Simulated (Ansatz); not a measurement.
Species: CsI, charge 0, multiplicity 1. 
Structure (B3LYP-D3(BJ)/def2-TZVP (Ansatz, a program for electronic structure) minimum search):
```xyz
2

Cs     0.0000     0.0000    -1.6572
I      0.0000     0.0000     1.7197
```

Basis-set convergence of Hartree-Fock and MP2 correlation energies (hartree) with Ansatz. Valence correlation only, unless marked. Spin-orbit coupling is left out. The frozen core is the preceding noble-gas configuration, with the filled d and f shells of earlier blocks. The outer core of K, Ca and their heavier congeners is not correlated, a term that matters for these elements. In def2 rows, elements after Kr have scalar-relativistic effective core potentials.

| basis | functions | E(HF) | E(corr, MP2) |
|---|---|---|---|
| def2-SVPD | 62 | -316.60826 | -0.10839 |
| def2-TZVPPD | 98 | -316.61564 | -0.14416 |
| def2-QZVPPD | 153 | -316.61737 | -0.16559 |

Extrapolating the two largest sets (X = 3 and 4) as X^-3: E(corr) = (64·(-0.16559) - 27·(-0.14416))/37 = -0.1812 Eh, an estimate of the basis-set limit. The largest set recovers 91.4 % of it, the smallest 59.8 %.
